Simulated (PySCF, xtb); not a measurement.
InFI2, SMILES [I][In]([I])[F].

Harmonic wavenumbers (cm⁻¹) from GFN2-xTB run with xtb at its own minimum, in rising order: 42, 68, 96, 173, 268, 348.

Task: What does PBE0-D3(BJ)/def2-SVP run with PySCF give at its own minimum? (Estimate from the structure and the level; the computed values follow.)

Result: 49, 93, 115, 178, 245, 618. Paired by order, the mean absolute difference is 58 cm⁻¹ and the zero-point energies are 1.4 and 1.9 kcal/mol.
